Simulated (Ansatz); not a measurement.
Geometry optimisation, Ansatz 0.2.0, RKS B3LYP-D4/def2-SVP.

Input file:

```yaml
crystal:
  periodic: [false, false, false]
  atoms:
    - { symbol: In, position_ang: [0.0, 0.0, 0.0] }
    - { symbol: Cl, position_ang: [0.0, 0.0, 2.79] }
    - { symbol: Cl, position_ang: [2.113, 0.0, -1.22] }
    - { symbol: Cl, position_ang: [-2.113, 0.0, -1.22] }
    - { symbol: H, position_ang: [0.0865, -1.9625, 0.6527] }
    - { symbol: H, position_ang: [0.0723, -1.6397, 1.6684] }
basis:
  gaussian: { orbitals: def2-SVP }
hamiltonian:
  xc: b3lyp
  dispersion: d4
relax:
  f_tol: 0.15
  max_steps: 25
  restrain:
    - { distance: [0, 4], at: 1.77, k: 30.0 }
    - { distance: [5, 1], at: 1.37, k: 30.0 }
    - { distance: [0, 1], at: 3.64, k: 30.0 }
    - { distance: [5, 4], at: 1.86, k: 30.0 }
```

Run as:

```bash
$ ansatz run input.yaml --threads 2 --pin off --max-ram 3072MiB --backend cpu --events-out ev --progress --plain --runs-dir out
```

Q: Where does it end, and by what steps?

A: The run converged. The restraints hold the end off the free minimum. After 7 steps the energy has fallen by 0.935 eV (the restraints' own energy left out); In1 moved furthest, 0.84 Å. Parted: In1–Cl2 (2.79 → 3.63 Å). Joined: Cl2–H6 (1.99 → 1.34 Å).

| step | energy less start (eV) | largest force component (eV/Å) | accepted |
| --- | --- | --- | --- |
| 0 | 0.0000 | 2.641 | yes |
| 1 | 0.5608 | 1.916 | yes |
| 2 | 0.2594 | 2.264 | yes |
| 3 | -0.4145 | 1.723 | yes |
| 4 | -0.7585 | 0.931 | yes |
| 5 | -0.9115 | 0.810 | yes |
| 6 | -0.9202 | 1.190 | yes |
| 7 | -0.9353 | 0.908 | yes |

```xyz
6
Properties=species:S:1:pos:R:3
In 0.025 -0.638 -0.542
Cl 0.029 -0.244 3.071
Cl 1.988 0.334 -1.390
Cl -1.970 0.294 -1.365
H 0.046 -1.996 0.573
H 0.040 -1.353 2.324
```

The run took 21 s on 2 threads of Arm Neoverse V1 (shared host), peak memory 0.21 GiB.
